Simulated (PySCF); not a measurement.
**Molecular orbitals of SrCl**

r²SCAN at R = 2.567 Å; basis Sr x2c-TZVPPall, Cl x2c-TZVPPall; spin-free X2C with a Gaussian nucleus; PySCF 2.14. State: ²Σ⁺ (doublet), unpaired electrons σ ↑. Only the outer orbitals are listed, counted within each symmetry.

```tsv
spin	orbital	occ.	ε (eV)	on Sr (%)	main shells (%)
α	5π	1	-23.56	100	100 Sr p
α	5π	1	-23.56	100	100 Sr p
α	11σ	1	-23.54	95	95 Sr p
α	12σ	1	-18.94	7	93 Cl s
α	13σ	1	-7.23	11	88 Cl p
α	6π	1	-6.81	7	93 Cl p
α	6π	1	-6.81	7	93 Cl p
α	14σ	1	-3.67	99	82 Sr s, 12 Sr p
α	7π	0	-1.73	100	67 Sr p, 32 Sr d
α	7π	0	-1.73	100	67 Sr p, 32 Sr d
α	15σ	0	-1.48	99	53 Sr d, 44 Sr p
β	5π	1	-23.48	100	100 Sr p
β	5π	1	-23.48	100	100 Sr p
β	11σ	1	-23.46	95	95 Sr p
β	12σ	1	-18.92	7	93 Cl s
β	13σ	1	-7.19	10	89 Cl p
β	6π	1	-6.81	7	93 Cl p
β	6π	1	-6.81	7	93 Cl p
β	14σ	0	-2.38	99	84 Sr s, 12 Sr p
β	7π	0	-1.12	100	68 Sr p, 32 Sr d
β	7π	0	-1.12	100	68 Sr p, 32 Sr d
```

Question: Which are the highest filled and the lowest empty level, where do they sit, and how wide is the gap?

Answer: Highest filled α 14σ at -3.67 eV (in %: 82 Sr s, 12 Sr p); lowest empty β 14σ at -2.38 eV (in %: 84 Sr s, 12 Sr p); the gap at r²SCAN is 1.29 eV.

| Property | Result |
| --- | --- |
| bond order (Mayer) | 0.96 |
| ⟨S²⟩ | 0.750 |
| charge on Sr (Mulliken, basis-dependent) | 0.49 |
| charge on Sr (Löwdin, basis-dependent) | -0.06 |
| dipole moment (positive dipole means Sr(−)Cl(+)) | -4.54 D |

Spin–orbit coupling is left out. The state is the lowest determinant that a PBE0 search found; another state may lie lower at other levels.
